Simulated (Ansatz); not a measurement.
CH$_{6}$O$_{2}$Si$_{2}$ (`O[SiH]1C[SiH2]O1`), relaxed with RKS PBE-D4/def2-SVP in Ansatz from a rough embedded geometry. The force threshold is 0.03 eV/Å; the program also tests the step.

The species carries charge 0 and has multiplicity 1.

Start:

```xyz
11

O     0.560   -2.233    0.478
Si    0.717   -0.741   -0.033
C    -0.820   -0.013   -0.807
Si   -0.234    1.451    0.257
O     0.556    0.334    1.245
H     0.474   -2.374    1.484
H     2.007   -0.518   -0.784
H    -1.713   -0.463   -0.585
H    -0.747    0.168   -1.943
H     0.622    2.389   -0.352
H    -1.422    2.001    1.040
```

(1) How much energy does the relaxation release, and in how many steps? (Best estimate.)

(2) Which bonds change most? (Estimate.)

(3) Give the relaxed structure. (Best estimate.)

Answers

(1) Ansatz gave: 90.25 kJ/mol, in 9 steps.

(2) The calculation gave: Si4–H10 from 1.409 to 1.502 Å; O1–Si2 from 1.585 to 1.669 Å; C3–H8 from 1.025 to 1.108 Å.

(3) The calculation gave: 
```xyz
11

O     0.639   -2.222    0.758
Si    0.832   -0.785   -0.068
C    -0.694    0.026   -0.884
Si   -0.314    1.447    0.322
O     1.017    0.570    0.966
H    -0.028   -2.225    1.467
H     2.022   -1.028   -0.937
H    -1.656   -0.503   -0.730
H    -0.583    0.257   -1.962
H     0.119    2.742   -0.305
H    -1.355    1.722    1.373
```
